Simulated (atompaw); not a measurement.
thulium (Tm): one change to a PAW (atompaw) potential, before and after

* Element: Tm
* Generator: atompaw 4.2.0.5
* Type: PAW
* Functional: LDA (PW92)
* Relativity: scalar-relativistic
* Frozen core: [Kr] 4d10 5s2
* Valence charge: 21
* Reference configuration: 4f13 5p6 5d0 6s2 6p0
* Partial waves: 6s (bound): rc 3.00 bohr; 6s channel at 0.1 Ry: rc 3.00 bohr; 5p (bound): rc 1.55 bohr; 6p (bound, empty): rc 2.30 bohr; 5d (bound, empty): rc 3.00 bohr; 5d channel at 0.35 Ry: rc 3.00 bohr; 4f (bound): rc 0.90 bohr; 4f channel at 0.4 Ry: rc 0.90 bohr
* Local potential: bessel scheme, radius 2.05 bohr
* Core correction: smooth core density matched at 1.90 bohr
* Augmentation charge: sinc compensation charge, radius 2.45 bohr; PAW radius 3.00 bohr; waves and projectors: custom rrkj gramschmidtortho

Change: reference 4f13 5p6 5d0 6s1 6p1.

Cutoffs: the cutoffs (Ry, on a coarse ladder) from which the occupation-weighted sum of valence levels, in a spherical-Bessel basis at the reference potential, stays within 10 and 1 mRy of its value at 400 Ry; they do not see the model core or the augmentation charge, which bear on the density cutoff.

What does the change do?

The range in which the d phases agree widens (upper end 2.4 → at the end of the scan); neither file shows a bound ghost.

```tsv
quantity	base	changed
cutoff, loose	260 Ry	260 Ry
cutoff, tight	over 300 Ry	over 300 Ry
bound ghosts	none	none
s: phases at 3.01 bohr within 0.05 rad from the reference energy up to (Ry; the scan ends near 5)	0.7	0.8
p: phases at 3.01 bohr within 0.05 rad from the reference energy up to (Ry; the scan ends near 5)	to the end of the scan	to the end of the scan
d: phases at 3.01 bohr within 0.05 rad from the reference energy up to (Ry; the scan ends near 5)	2.4	to the end of the scan
f: phases at 3.01 bohr within 0.05 rad from the reference energy up to (Ry; the scan ends near 5)	to the end of the scan	5.0
lowest overlap eigenvalue by channel	s 0.46, p 0.05, d 0.94, f 1.00	s 0.45, p 0.05, d 0.99, f 1.00
```

 The cutoffs see the waves, projectors and local potential, not the compensation charge or the core.
